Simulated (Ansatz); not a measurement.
Calculated with Ansatz (gas phase, PBE0-D4/def2-TZVP geometries, no zero-point term in ΔE). CCSD(T)/CBS is the MP2 limit (def2-TZVPP, def2-QZVPP) plus CCSD(T) − MP2 in def2-TZVPP, frozen cores. This one scheme is used for every species. Functionals use def2-TZVPP. One conformer a species, not always the lowest.

`C#C[SiH2]N` + `[SiH3]S` → `N[SiH2]S[SiH3]` + `C#C`  (ligand exchange at the Si–C bond)

Task: Is it downhill or uphill in electronic energy at CCSD(T)/CBS, and by how much? (Estimate.)

Result: Computed: Downhill: ΔE = -32.0 kJ/mol.

Task: What do these levels give: r2SCAN-D4, B2PLYP, HF/def2-TZVPP, SCS-MP2/def2-TZVPP, HF/def2-QZVPP, SCS-MP2/def2-QZVPP? (Best estimate.)

Result: Computed: r2SCAN-D4 -31.0, B2PLYP -24.8, HF/def2-TZVPP -19.7, SCS-MP2/def2-TZVPP -25.8, HF/def2-QZVPP -19.7, SCS-MP2/def2-QZVPP -28.5 kJ/mol.

Largest T1 diagnostic among the species: 0.013.

In def2-TZVPP, CCSD(T) changes the Hartree–Fock value by −7.6 kJ/mol (the triples alone add −1.6 kJ/mol) and MP2 by −10.8 kJ/mol. The D4 term adds −7.7 kJ/mol with B3LYP and −4.2 kJ/mol with PBE0; it sums over pairs of atoms, weighted by their polarisabilities, and B3LYP, whose exchange is more repulsive, gets the larger term.

B3LYP here is the variant with VWN-RPA as its local correlation; programs differ in this.
